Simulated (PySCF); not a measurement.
## How methods differ on the ionisation energy of V+

V+ [Ar] 3d4 (5D) → V(2+) [Ar] 3d3 (4F), as a difference of total energies. All numbers are calculated (PySCF 2.14, the spin-free X2C one-electron Hamiltonian (Gaussian nucleus), in aug-cc-pwCVTZ-DK (10s9p7d4f3g, 127 functions)). Correlated levels: valence: [Ar] frozen; valence and next inner shell: [Ne] frozen; nothing frozen. The calculations carry no spin-orbit coupling.

Question: Order these methods by the ionisation energy they give, lowest first.
A. MP2 (valence and next inner shell)
B. BP86
C. r2SCAN
D. MP2 (valence)

Answer: D (13.952 eV), A (14.767 eV), C (14.819 eV), B (15.345 eV).

A first-order spin-orbit estimate (lowest level to lowest level, LS coupling) adds -0.019 eV.

Errors of the correlated levels include the incompleteness of this basis and the frozen core.

For comparison: 14.634 ± 0.007 eV (measured; NIST Atomic Spectra Database, ionization energies).
